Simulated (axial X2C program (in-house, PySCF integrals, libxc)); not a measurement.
**Worked dissociation energy of TaCl⁺: PBE0, scalar-relativistic**

Calculated with an axial X2C code built on PySCF integrals. Spin-free means the one-electron spin-free X2C Hamiltonian. Basis: Ta dyall-cv3z [13s14p9d7f4g], Cl dyall-av3z [9s8p3d2f] (cores contracted in-house); Gaussian nuclei, density fitting, unrestricted open shells. Masses: Ta 180.948 u, Cl 34.969 u.

Molecular state: M_S = 3/2, Λ = 0 (beyond evenly filled blocks: σα, δ+α, δ-α).

- E(Ta+) (2M_S = 4, M_L = 2): -15604.911124 hartree
- E(Cl) (2M_S = 1, M_L = 0): -461.434162 hartree
- E(TaCl⁺) at Re: -16066.518606 hartree
- ωe: 483.5 cm⁻¹
- ωexe: 1.16 cm⁻¹

Work out De and D0.

De = -15604.911124 + (-461.434162) − (-16066.518606) = 0.17332 hartree = 4.716 eV. The zero-point energy is ωe/2 − ωexe/4 = 241 cm⁻¹ = 0.030 eV, so D0 = 4.686 eV.

The state is one determinant whose occupation by symmetry is held fixed; it was picked as the lowest of a PBE0 search that is not exhaustive. De is counted from the lowest determinant-based energies of the atoms at the same level, without counterpoise correction. PBE0 can misorder states that lie within some tenths of an eV, so this need not be the ground state of the molecule. The nearest other spin-free determinant of the search, M_S = 1/2, Λ = 2, lies 0.95 eV up at the distance of the search. Without a current term, density functionals place determinants with orbital angular momentum somewhat too high.

Each atomic determinant is the lowest at this level and need not be a pure term. Totals compare only within one Hamiltonian and basis.
